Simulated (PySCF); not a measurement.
**Telling isomers of C2H10O3Si3 apart by NMR**

PySCF 2.14 calculation with GFN2-xTB geometry and shieldings: GIAO PBE0/pcSseg-1; non-relativistic Hamiltonian, no solvent model, averaged over atoms made equivalent by symmetry, fast rotation or ring inversion, one computed conformer.

Chemical shifts δ = σref − σ; 1H (31.72 ppm) and 13C (186.93 ppm) vs TMS, all at this level. Where no couplings were computed, multiplicities follow the n + 1 count of equivalent neighbours, and m marks all less simple cases (inequivalent or close neighbours, rings, F or P nearby). Shifts are as computed. Against solution values, carbons near 30 ppm lie about +3 ppm off and those near 130 ppm about +5 ppm. Of 1309 compounds with measured shifts, 239 miss one by over three times the rms of a fit or turn the order of signals round; such compounds aren't used in these exercises.

(1) Tabulate the signals of `CC(=O)O[SiH2][SiH2]O[SiH3]`, `CC(=O)[SiH2]O[SiH2]O[SiH3]`, `CC[SiH]1O[SiH2]O[SiH2]O1` and their relative energies.

(2) What is the quickest way to tell CC(=O)O[SiH2][SiH2]O[SiH3] from CC[SiH]1O[SiH2]O[SiH2]O1?

(3) What is the quickest way to tell CC(=O)[SiH2]O[SiH2]O[SiH3] from CC[SiH]1O[SiH2]O[SiH2]O1?

(4) What is the quickest way to tell CC(=O)O[SiH2][SiH2]O[SiH3] from CC(=O)[SiH2]O[SiH2]O[SiH3]?

Results:

(1) 
```json
{"SMILES": "CC(=O)O[SiH2][SiH2]O[SiH3]", "carbon types": "1×C 1×CH3", "δC": "179.5, 24.0", "δH": "5.49 (t, 2H), 5.05 (t, 2H), 4.98 (s, 3H), 2.10 (s, 3H)", "E rel. (kcal/mol)": "95.4"}
{"SMILES": "CC(=O)[SiH2]O[SiH2]O[SiH3]", "carbon types": "1×C 1×CH3", "δC": "246.4, 37.4", "δH": "5.24 (s, 2H), 5.09 (s, 3H), 4.99 (s, 2H), 2.39 (s, 3H)", "E rel. (kcal/mol)": "81.2"}
{"SMILES": "CC[SiH]1O[SiH2]O[SiH2]O1", "carbon types": "1×CH2 1×CH3", "δC": "14.1, 7.0", "δH": "5.21 (m, 2H), 5.19 (m, 1H), 5.17 (m, 2H), 1.10 (t, 3H), 0.86 (m, 2H)", "E rel. (kcal/mol)": "0.0"}
```

Energies are electronic energies at PBE0/pcSseg-1 on these geometries, without zero-point or thermal terms, each for the one conformer computed, which needn't be the lowest.

(2) Both give the same number of carbon signals, but DEPT or the intensities differ. The first has a carbonyl carbon (C) at 179.5 ppm, the second an sp3 CH2 bonded to Si at 14.1 ppm.

(3) Both give the same number of carbon signals, but DEPT or the intensities differ. The first has a carbonyl carbon (C) at 246.4 ppm, the second an sp3 CH2 bonded to Si at 14.1 ppm.

(4) Both give the same number of carbon signals, with the same numbers of each carbon type, so the positions decide. The first has a carbonyl carbon (C) at 179.5 ppm, the second a carbonyl carbon (C) at 246.4 ppm.
